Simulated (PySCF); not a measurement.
## [HfO2]-: fields on a plane

All numbers come from UPBE0/[Hf def2-SVPD with ECP60, O def2-SVPD], scalar-relativistic core potentials, density fitting, no spin–orbit coupling, PySCF.

The doublet minimum has Hf–O 1.824 Å (×2); O–Hf–O 110.9°.

The plane holds Hf1 at (0.00, 0.00), O2 at (1.82, 0.00), O3 at (-0.65, 1.70) Å. Columns run from x = -2.55 to 4.05 Å, rows from y = 4.05 (top) to -1.95 Å, in steps of 0.3 Å. Other isomers or separated fragments may lie lower. Core electrons replaced by a potential are absent, the electrostatic potential uses the reduced nuclear charge, and values within about 0.7 Å of such atoms have no physical meaning.

Q: Give the electron localisation function (set to 0 where the density is under 0.005 e/Å³). Every second row and column.

A: 
```
0.00 0.00 0.00 0.00 0.00 0.00 0.00 0.00 0.00 0.00 0.00 0.00
0.00 0.00 0.14 0.26 0.20 0.00 0.00 0.00 0.00 0.00 0.00 0.00
0.00 0.21 0.50 0.66 0.59 0.29 0.00 0.00 0.00 0.00 0.00 0.00
0.08 0.41 0.79 0.90 0.86 0.48 0.05 0.00 0.00 0.00 0.00 0.00
0.13 0.48 0.84 0.90 0.82 0.53 0.06 0.10 0.16 0.10 0.00 0.00
0.09 0.43 0.72 0.79 0.42 0.14 0.20 0.60 0.61 0.45 0.12 0.00
0.07 0.13 0.12 0.46 0.81 0.84 0.41 0.81 0.89 0.69 0.31 0.00
0.24 0.14 0.12 0.85 0.00 0.81 0.44 0.14 0.84 0.72 0.32 0.00
0.68 0.60 0.20 0.32 0.80 0.69 0.27 0.83 0.78 0.51 0.18 0.00
0.86 0.91 0.76 0.28 0.17 0.08 0.18 0.49 0.42 0.23 0.00 0.00
0.00 0.96 0.95 0.87 0.57 0.20 0.09 0.11 0.09 0.00 0.00 0.00
```

Q: Give the highest occupied orbital (Å^-3/2) at -0.54 eV (cut at ±0.3; overall sign arbitrary). Lower edges of the bins (Å^-3/2): '_' -0.300, '.' -0.250, ':' -0.199, '-' -0.149, '=' -0.099, '+' -0.048, '*' 0.002, '#' 0.052, '%' 0.102, '@' 0.153; top 0.20, each point printed twice.

A: 
```
************************++++++++++++++++++++++
************************++++++++++++++++++++++
**************************++++++++++++++++++++
**************************++++++++++++++++++++
************************++++++++++++++++++++++
****************++++++++++++++++++++++++++++++
********######**++++++++++++++++++++********++
********##%%@@++==++++++++++++++++************
********####%%__::==++++**++++++++************
**********++::..--++++****++++++++************
**********++----==++******++++++++************
**********++----==**##**++++==++++************
**######**++::__::++****++--::==**************
########**++..__++++====--..__**##************
##########**::__++++__::--::::@@%%##**********
####%%%%%%##++..______::====++######**********
####%%%%%%%%##++--::--==++++****##************
##%%%%%%@@@@%%%%##****************************
####%%%%@@@@@@@@%%%%####**********************
####%%%%%%@@@@@@%%%%######********************
######%%%%%%%%%%%%%%######********************
```

With open d or f shells other occupations or spin states may lie lower. The lowest empty level of this anion is unbound, so it and the gap depend on the basis. With an element this heavy the missing spin–orbit coupling can shift these numbers.
